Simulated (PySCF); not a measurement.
Structure problem from calculated spectra and properties.

Formula: C2H7GaS.

| Item | Value |
| --- | --- |
| 1H NMR | chemical shifts (computed TMS as zero) by class: 6.16 (1 H), 2.34 (3 H), 0.31 (3 H) ppm [GIAO PBE0/pcSseg-1] |
| NMR, other nuclei | isotropic shieldings of nuclei other than C and H, by class: 525 (1 S), 1101 (1 Ga) ppm [GIAO PBE0/pcSseg-1] |
| Rotational structure | rotational constants A, B, C: 10.084, 1.894, 1.628 GHz [PBE0-D3(BJ)/def2-SVP] |
| Polarisability | 77.6 au [wB97X-D/def2-SVPD] |
| Dipole | 1.26 D [wB97X-D/def2-SVPD] |
| UV, first state | lowest singlet excitation: 5.29 eV (234 nm, f = 0.078) [TDDFT wB97X-D/def2-SVPD] |
| Triplet | lowest triplet excitation (Tamm–Dancoff): 4.57 eV [TDA wB97X-D/def2-SVPD] |
| Valence photoelectron | vertical ionisation energy: 9.07 eV [ΔSCF wB97X-D/def2-SVPD] |
| 13C NMR | chemical shifts (computed TMS as zero) by class: 19.1 (1 C), -2.9 (1 C) ppm [GIAO PBE0/pcSseg-1] |

Electronic properties: PySCF, gas phase, density fitting. Levels stand in brackets. Geometry: PBE0-D3(BJ)/def2-SVP, one conformer, isolated molecule. The calculation is non-relativistic and has no spin–orbit coupling, an omission that weighs most on gallium. NMR classes are plain means over equivalent atoms (diastereotopic ones count apart unless rotation or inversion swaps them), as if these changed places fast.

Task: What is the compound? Reason from the data.

Result: Numbering: `[CH3:1][S:2][GaH:3][CH3:4]`. 2 carbons fall into 2 classes; from least to most shielded: S-methyl carbon [C1] (19.1 ppm), methyl carbon [C4] (-2.9 ppm). Hydrogen classes from least to most shielded: 1 H on a gallium bonded to C, S and H, Ga3 (6.16 ppm), 3 H on an S-methyl carbon, C1 (2.34 ppm), 3 H on a methyl carbon, C4 (0.31 ppm). The other shieldings belong to: 525 ppm, sulfur bonded to C and Ga [S2]; 1101 ppm, gallium bonded to C, S and H [Ga3]. The first electron is taken from the HOMO, whose largest Löwdin shares are 0.72 on the sulfur bonded to C and Ga, 0.11 on the S-methyl carbon and 0.10 on the gallium bonded to C, S and H. By its constants the optimised geometry is an asymmetric top. Structure: `C[S][GaH][CH3]`. The assignments are read from this structure; whether some other isomer fits the data as well wasn't checked. NMR values of atoms bound to Ga lack the spin–orbit term that these neighbours bring.

Conformer computed: `[CH3:1][S:2][GaH:3][CH3:4]`: C1–S2–Ga3–C4 178°.
